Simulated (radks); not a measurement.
Values are calculated unless marked as measured or tabulated.
Task: The nitrogen anion N3-, [Ne], held by a Watson sphere: a shell of charge +4.48 at radius R that stands for the Madelung well of a crystal (potential energy -4.48/R inside, -4.48/r outside, in hartree with lengths in bohr). Code: a radial shooting solver on a logarithmic mesh with Libxc functionals. Model: scalar-relativistic Kohn-Sham, LDA (Slater exchange, VWN5 correlation), spin-unpolarised, spherical densities, point nucleus. Response by self-consistent Sternheimer equations with the Hartree and adiabatic LDA kernel, the relativistic mass of each level held fixed and spin-orbit coupling left out. The sphere does not respond.

| R (bohr) | e(1s) (eV) | e(2s) (eV) | e(2p) (eV) | <r> 2p (bohr) | sum of <r^2> (bohr^2) | X-ray form factor at sin(theta)/lambda = 0.3 1/angstrom | alpha (bohr^3) |
|---|---|---|---|---|---|---|---|
| 1.62 | -389.79 | -39.238 | -27.272 | 1.443 | 19.75 | 3.716 | 6.609 |
| 1.67 | -389.60 | -38.524 | -26.676 | 1.465 | 20.34 | 3.656 | 7.061 |
| 1.78 | -389.23 | -37.025 | -25.428 | 1.513 | 21.65 | 3.538 | 8.140 |
| 2.15 | -388.13 | -32.675 | -21.797 | 1.668 | 26.09 | 3.275 | 12.80 |
| 3.35 | -384.80 | -24.115 | -14.225 | 2.125 | 41.65 | 3.132 | 47.09 |

Estimate the row for R = 2.72 bohr.

Result: e(1s) (eV) -386.49; e(2s) (eV) -27.749; e(2p) (eV) -17.549; <r> 2p (bohr) 1.890; sum of <r^2> (bohr^2) 33.18; X-ray form factor at sin(theta)/lambda = 0.3 1/angstrom 3.134; alpha (bohr^3) 24.39.
